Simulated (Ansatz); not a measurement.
Gas-phase electronic energies from Ansatz, PBE0-D4/def2-TZVP geometries. CCSD(T)/CBS is the MP2 limit (def2-TZVPP, def2-QZVPP) plus CCSD(T) − MP2 in def2-TZVPP, frozen cores. This one scheme is used for every species. Functionals use def2-TZVPP. HSE06 is defined as in plane-wave codes. def2 core potentials past Kr. For Sb outer-core shells are correlated without core-valence functions, which leaves a few kJ/mol of doubt a bond.

`[SiH3][Sb]([SiH3])[Cl]` + PH₃ → `[SiH3]P` + `[SiH3][SbH][Cl]`  (cleavage of the Si–Sb bond)

```
             level  ΔE (kJ/mol)
            PBE-D4         21.5
          HSE06-D4         21.5
            r2SCAN         17.3
           r2SCAN0         17.9
             BHLYP         15.6
RPA@PBE/def2-TZVPP         19.4
      MP2/def2-SVP         25.2
     MP2/CBS(def2)         28.9
```

(1) What does CCSD(T)/CBS give? (Best estimate.)

(2) What do rigid-rotor, harmonic-oscillator terms from PBE0-D4/def2-TZVP frequencies (298.15 K, 1 bar) make of the CCSD(T)/CBS value? (Estimate.)

Largest T1 diagnostic among the species: 0.013.

Results:

(1) Computed: +23.9 kJ/mol. The listed levels differ from it by -2.4, -2.4, -6.6, -6.0, -8.3, -4.5, 1.3, 5.0 kJ/mol.

(2) Computed: ΔZPE = +0.3 kJ/mol, ΔH = +20.8 kJ/mol, ΔS = 4 J/(mol·K), ΔG = +19.5 kJ/mol.

The D4 term adds +7.5 kJ/mol with B3LYP and +4.4 kJ/mol with PBE0; it sums over pairs of atoms, weighted by their polarisabilities, and B3LYP, whose exchange is more repulsive, gets the larger term. Leaving LDA and LC-ωPBE aside and taking each functional with its dispersion term where it has one, the values, not all of them listed here, spread over 15.7 kJ/mol, from B97M-V to BHLYP-D4. In def2-TZVPP, CCSD(T) changes the Hartree–Fock value by +6.1 kJ/mol (the triples alone add +1.3 kJ/mol) and MP2 by +11.0 kJ/mol.

B3LYP here is the variant with VWN-RPA as its local correlation; programs differ in this.
